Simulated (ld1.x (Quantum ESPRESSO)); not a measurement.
The numbers below are computed, except where a source is named.
# Hardness and transferability of assorted potentials

Generated with ld1.x 7.5 (TM, RRKJ, ultrasoft, PAW), atompaw 4.2 or ONCVPSP 4.0.1. The cutoff is in Ry: for ld1.x and atompaw files where the sum of valence levels is converged to 10 mRy in a Bessel basis, for ONCV files where the hardest occupied wave has 1 mHa per electron of residual kinetic energy. The error is the largest all-electron minus pseudo excitation energy over each file’s own four to seven test configurations (ionisations up to +4, promotions, holes and added fractions of an electron), all of which were solved. The labels leave out finer settings (local radius, basis sizes, second energies), which also bear on the numbers. Spin-polarised tests are not counted. The rows are a selection from randomly drawn settings: files with unsolved tests, undetermined cutoffs or missed reference levels are left out.

A true bound ghost makes a file unfit for plane-wave use even where its test errors are small: the radial tests pick states by their node count and pass the ghost by.

```tsv
element	potential	cutoff (Ry)	largest error (meV)	bound ghosts
N	TM, LDA (PZ), fully relativistic, rc 0.85/1.55/1.20 (spd), local smoothed, core correction yes, reference 2s2 2p3	55	+531	none
Al	TM, LDA (PZ), scalar-relativistic, rc 2.05/2.95 (sp), local s, core correction yes, reference 3s2 3p1	10	+9.4	none
K	PAW, PBE, scalar-relativistic, rc 2.00/2.30/4.70 (spd), local smoothed, core correction yes, reference 3s2 3p6 3d0.5 4s0.5 4p0	15	+3.6	none
Ti	TM, PBEsol, scalar-relativistic, rc 2.40/2.50/1.40 (spd), local d, core correction no, reference 3d2 4s0 4p0	90	+470	s, p
Fe	TM semilocal, BLYP, scalar-relativistic, rc 2.05/3.10/1.15 (spd), local s, core correction no, reference 3d6 4s1 4p0	160	-503	none
Ge	RRKJ, PBE, scalar-relativistic, rc 1.80/1.70/0.90 (spd), local p, core correction yes, reference 3d10 4s1 4p0	230	-20	s
Zr	RRKJ, PBE, scalar-relativistic, rc 3.30/2.25/2.10 (spd), local s, core correction yes, reference 4p6 4d2 5s2 5p0	25	-819	none
```

(1) Fill in the row for Zr: TM semilocal, LDA (PZ), scalar-relativistic, rc 3.36/2.90/1.75/2.75 (spdf), local s, core correction yes, reference 4d2 5s0 5p0.

Answers

(1) cutoff 30 Ry, largest error -189 meV, bound ghosts: none.
